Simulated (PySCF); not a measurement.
Compound: C4H2ClFO2.
Numbering: `[O:1]=[C:2]1[O:3][C@@H:4]([F:5])[CH:6]=[C:7]1[Cl:8]` (hydrogens: H9 on C4; H10 on C6)

The geometry is computed with GFN2-xTB (gas phase).

Problem. Give the optimised bond lengths and angles.

Solution. 
```json
{"bond": "O1=C2", "length (Å)": "1.187"}
{"bond": "C2–O3", "length (Å)": "1.359"}
{"bond": "O3–C4", "length (Å)": "1.395"}
{"bond": "C4–F5", "length (Å)": "1.366"}
{"bond": "C4–C6", "length (Å)": "1.504"}
{"bond": "C6=C7", "length (Å)": "1.333"}
{"bond": "C7–Cl8", "length (Å)": "1.687"}
{"bond": "C2–C7", "length (Å)": "1.505"}
{"bond": "C4–H9", "length (Å)": "1.101"}
{"bond": "C6–H10", "length (Å)": "1.072"}
```

A selection of angles:
```json
{"angle": "O1–C2–O3", "degrees": "124.3"}
{"angle": "O1–C2–C7", "degrees": "129.2"}
{"angle": "O3–C2–C7", "degrees": "106.5"}
{"angle": "C2–O3–C4", "degrees": "111.1"}
{"angle": "O3–C4–F5", "degrees": "109.0"}
{"angle": "O3–C4–C6", "degrees": "106.0"}
{"angle": "F5–C4–C6", "degrees": "111.1"}
{"angle": "C4–C6–C7", "degrees": "107.7"}
{"angle": "C6–C7–Cl8", "degrees": "130.3"}
{"angle": "C2–C7–C6", "degrees": "108.6"}
{"angle": "C2–C7–Cl8", "degrees": "121.1"}
```

Dihedral angles: O1–C2–O3–C4 180° (antiperiplanar); C2–O3–C4–F5 -117° (anticlinal); O3–C4–C6–C7 -2° (synperiplanar); C4–C6–C7–Cl8 180° (antiperiplanar); O1–C2–C7–C6 179° (antiperiplanar).

The C–C distances run from 1.333 Å (C6=C7, drawn double) to 1.505 Å (C2–C7, drawn single), a spread of 0.172 Å. The C–O distances run from 1.187 Å (O1=C2, drawn double) to 1.395 Å (O3–C4, drawn single), a spread of 0.208 Å. The 5-membered ring C2–O3–C4–C6–C7 has internal angles of 106.0° to 111.1°; it is planar, 0.01 Å rms from its mean plane, widest ring torsion 2°.

Point group: C1 (no symmetry element, even within 0.4 Å). Stationary, but not proved a minimum.
